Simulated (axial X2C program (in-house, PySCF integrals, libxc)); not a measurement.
# Nuclear properties of PbSi⁺

Computed with an in-house all-electron X2C program for linear molecules (integrals from PySCF): two-component X2C with atomic mean-field Coulomb and Gaunt terms, Gaussian nuclei, basis Pb dyall-cv3z, Si dyall-v3z with contracted cores.

R = 2.643 Å (near the PBE0 minimum at charge 1 of the determinant lowest at the starting distance; the state shown can have its own minimum elsewhere).

Determinant lowest in the PBE0 search, Ω = 3/2 (⟨Sz⟩ = 1.28, ⟨Lz⟩ = 0.22 at PBE0), spin on the atoms Pb 0.47, Si 0.81:

```
 level  Eeff magnitude (GV/cm)  Ws magnitude Pb (kHz)  A∥/gI Pb (MHz)  qzz Pb (a.u.)  A∥/gI Si (MHz)  qzz Si (a.u.)
  PBE0                    55.7                   46.3            -930          -7.52            65.3          -0.27
    HF                    47.4                   40.1           -2400          -8.83             111          -0.48
 B3LYP                    46.7                   38.8            -663          -7.81            92.7          -0.32
   PBE                    53.2                   44.2            -543          -6.52            54.2          -0.21
r2SCAN                    63.9                   52.8           -1190          -6.54            59.4          -0.19
```

Eeff is the effective electric field on the electron electric dipole moment in this Ω state and Ws the scalar–pseudoscalar constant of the nucleus named (defined with the proton number Z and per Ω); A∥ (defined per Ω) follows by multiplying with gI = μI/(I μN); qzz is the electric field gradient, eQq0 = 234.96 MHz × Q/barn × qzz. The operators were transformed with the bare-nucleus X2C matrices; with these basis sets, hyperfine constants and field gradients can be off by tens of per cent, and where levels differ in sign neither size nor sign is settled.

Each state is one determinant with collinear spin, which with several unpaired electrons need not be a pure state. Unrestricted Hartree–Fock can overshoot spin polarisation at the nuclei. This is the top spin component of a Σ state; components of lower Ω are not single determinants and can lie lower. With several open shells hyperfine constants can be off by a factor of several. States lie within half an eV, so the first need not be the ground state. Further determinants of the search, some of them spin-mixed, are not shown. Where a field gradient or hyperfine factor spreads by more than a factor of two over the levels, a constant derived from it is not to be relied on.
